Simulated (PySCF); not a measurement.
Planning an excited-state job on `C[B-]1=CC=CC=C1F`.

Method: TDDFT PBE0/def2-SVPD, vertical, gas phase, core orbitals frozen in the response (PySCF 2.14.0, density-fitted response routines). Geometry: PBE0-D3(BJ)/def2-SVP. Work: 6 singlets by full TDDFT, polarisability, dynamic polarisability, density and orbital grids written, density fitting. The command runs a driver script over a list of jobs; the input below is this job's line of settings and its coordinates in Å.

Command:
```bash
OMP_NUM_THREADS=1 python probes_run.py task.json out
```

Input:
```
{"job": {"kind": "uv", "xc": "PBE0", "basis": "def2-SVPD", "dynamic": true, "nstates": 6, "ntriplets": 0}, "charge": -1, "multiplicity": 1}
C      2.364590     0.325356     0.081826
B      0.769690     0.137025     0.018604
C     -0.228733     1.249659    -0.210963
C     -1.607569     1.002018    -0.240646
C     -2.136689    -0.281014    -0.064791
C     -1.280241    -1.375082     0.150595
C      0.095647    -1.209307     0.196027
F      0.822092    -2.361896     0.411185
H      2.900466    -0.484283    -0.446039
H      2.734082     0.300336     1.124812
H      2.696368     1.286352    -0.350315
H      0.083869     2.294741    -0.367517
H     -2.315057     1.828198    -0.410537
H     -3.220068    -0.441682    -0.096393
H     -1.693447    -2.383774     0.285643
```

Hardware: one thread, Arm Neoverse N1 (aarch64) (shared host). PySCF's memory limit was set to 1200 MB.

Problem. How large is the basis?

Solution. 219 functions for 58 electrons, with 778 fitting functions; the fitted three-index integrals, 778 × 219 × 220/2 numbers of 8 bytes, come to 140 MiB.

Problem. How long does the run take?

Solution. About 73 s. The SCF took 14 cycles.

Problem. Estimate the peak memory.

Solution. About 0.91 GiB. Peak memory is the resident size of the whole Python process, interpreter and libraries included.

The SCF part of the output:
```
coarse grid: 13032 points
cycle   1  E = -356.7645155270  dE =  9.203e-01  |g| = 6.544e-01  |ddm| = 8.569e+00
cycle   2  E = -356.7008600230  dE =  6.366e-02  |g| = 8.320e-01  |ddm| = 3.440e+00
cycle   3  E = -356.8874586025  dE = -1.866e-01  |g| = 1.059e-01  |ddm| = 2.096e+00
cycle   4  E = -356.8898410284  dE = -2.382e-03  |g| = 5.801e-02  |ddm| = 3.814e-01
cycle   5  E = -356.8908219843  dE = -9.810e-04  |g| = 6.060e-03  |ddm| = 1.449e-01
cycle   6  E = -356.8908287447  dE = -6.760e-06  |g| = 3.213e-03  |ddm| = 2.065e-02
cycle   7  E = -356.8908312621  dE = -2.517e-06  |g| = 2.359e-04  |ddm| = 6.347e-03
final grid: 127664 points
cycle   8  E = -356.9430149036  dE = -3.048e-05  |g| = 8.367e-03  |ddm| = 1.939e-01
cycle   9  E = -356.9430030913  dE =  1.181e-05  |g| = 1.129e-02  |ddm| = 4.836e-02
cycle  10  E = -356.9430329268  dE = -2.984e-05  |g| = 1.230e-03  |ddm| = 2.482e-02
cycle  11  E = -356.9430332074  dE = -2.806e-07  |g| = 2.106e-04  |ddm| = 2.159e-03
cycle  12  E = -356.9430332152  dE = -7.811e-09  |g| = 6.892e-05  |ddm| = 6.717e-04
cycle  13  E = -356.9430332161  dE = -8.926e-10  |g| = 4.211e-05  |ddm| = 2.459e-04
cycle  14  E = -356.9430332167  dE = -5.181e-10  |g| = 5.793e-06  |ddm| = 1.097e-04
converged SCF energy = -356.9430332167
```

On the final grid dE counts from the start density on that grid.

Other jobs ran on the host; a repeat could differ by tens of per cent or more.
